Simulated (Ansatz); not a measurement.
Frontier orbitals of BGaH4O, SMILES `B[O][GaH2]`.

Z-matrix (Å, degrees):
```
B
O 1 1.331
H 1 1.205 2 118.8
H 1 1.208 2 120.8 3 180.0
Ga 2 1.788 1 149.5 3 179.9
H 5 1.555 2 114.4 1 92.1
H 5 1.555 2 114.4 1 -91.9
```

Total charge 0; spin multiplicity 1. Correlated methods include outer-core shells of Ga, which these sets cover unevenly. Scalar relativity is left out up to krypton. All single points use the PBE0-D4/def2-TZVP geometry. Basis def2-TZVPP, Ansatz.

Orbital energies of one run (eV). Highest occupied ones, from the top: -6.26, -7.51, -9.01, -9.33, -9.46, -10.61, -13.17, -20.20, -20.27, -20.37, -20.44, -20.53, -24.51, -98.07. Empty: -2.42, -1.00, -0.58, 0.20, 1.79, 2.11.

Problem. Which functional gave them?
A. r2SCAN0
B. ωB97X-V
C. HSE06 (plane-wave form)
D. BLYP

Solution. D. HOMO energies: BLYP -6.26, ωB97X-V -10.12, r2SCAN0 -7.86, HSE06 -7.26 eV.
